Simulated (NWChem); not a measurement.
System: BSiH5; SMILES B[SiH3]

```xyz
7

B     -0.0002     1.4414     0.0171
H      1.0333     2.0676    -0.0097
H     -1.0332     2.0682    -0.0096
Si    -0.0001    -0.5729     0.0075
H      0.0125    -0.9648    -1.4445
H     -1.2206    -1.1791     0.6263
H      1.2105    -1.1780     0.6467
```
Atoms are numbered in this order, from 1.

All runs use the structure optimised with PBE0/def2-SVP.

Question: List the 4 lowest vertical singlet excitations from CAM-B3LYP/def2-SVP, TDA (NWChem).

Answer: 
```
state  energy (eV)  oscillator strength  leading excitation (squared amplitude)
-----  -----------  -------------------  --------------------------------------
S1            4.34                0.006                      HOMO → LUMO (0.97)
S2            5.40                0.001                    HOMO−1 → LUMO (0.68)
S3            6.78                0.008                    HOMO−3 → LUMO (0.67)
S4            6.93                0.093                    HOMO−2 → LUMO (0.96)
```
